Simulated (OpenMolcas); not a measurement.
**Cr2+: effect of the metal basis**

Cr2+ with its 6 nearest oxide ions at 2.259 Å, on the Ca site of CaO (a = 4.8105 Å, distance in the model lattice 2.405 Å). The rest of the host is ab initio model potentials to 7.6 Å and point charges beyond; the distance is set by hand and nothing relaxes.

```json
{
 "Program": "OpenMolcas 26.06",
 "Method": "SS-CASPT2, IPEA 0.25 Eh, imaginary shift 0.1 Eh (closed shells correlated: 3s 3p and the ligand valence shells)",
 "Spin-orbit coupling": "state interaction with AMFI integrals over the reference wave functions"
}
```

Fixed: ligand basis ANO-RCC-VDZP, active space 4 electrons in 5 orbitals (3d), DKH2 Hamiltonian.

States (labels of O, the rotations of Oh). Energies in cm-1 above the lowest state or level, χT in cm3 K/mol.

```tsv
Run	Metal basis	Ground state	First state of that spin	First gap with spin-orbit (degeneracies)	χT at 300 K	First state of another spin	Cost
A	ANO-RCC-VDZP	5E	5T2 10850	6 (1, 3)	2.968	3T1 8890	roughly 5 core-minutes
B	ANO-RCC-VTZP	5E	5T2 10590	6 (1, 3)	2.967	3T1 7900	roughly 9 core-minutes
```

Against A, the first state of the same spin changes by -2.4 % in B.

Costs are those of the CASPT2 steps.

Roots that are degenerate in the reference are averaged as groups; the widest CASPT2 spread within a group is 1100 cm-1 (the 3-fold group of multiplicity 3 near 27000 cm-1 above the lowest state of its run, B). Shifts and gaps below about the spread of the groups concerned are not significant. Over all roots computed the reference weight is 0.70 to 0.71 in A, 0.69 to 0.71 in B; a low but even weight reflects the number of correlated electrons. An orbital doublet at a regular site is open to a Jahn-Teller distortion, which this geometry leaves out. This shell can be high or low spin here, a state of another spin lies low, and with metal d orbitals alone active their balance is uncertain, so the ground spin may be wrong. Ligand-to-metal charge-transfer states are missing. These CASPT2 states fit no ligand-field parameters well, so their order and spin gaps are uncertain. With no ligand orbital active B as a rule stays too high, so bands that hang on it stand too high and its fall with covalency is understated. With one d shell and no ligand orbital active, 10Dq can be off by tens of per cent for divalent 3d ions, low with halides held by bare charges and at times high in hosts. Free-ion shares, where given, are those of the reference states; single-state CASPT2 does not remix them. No measured value stands beside these numbers; the geometry was set by hand and not optimised.
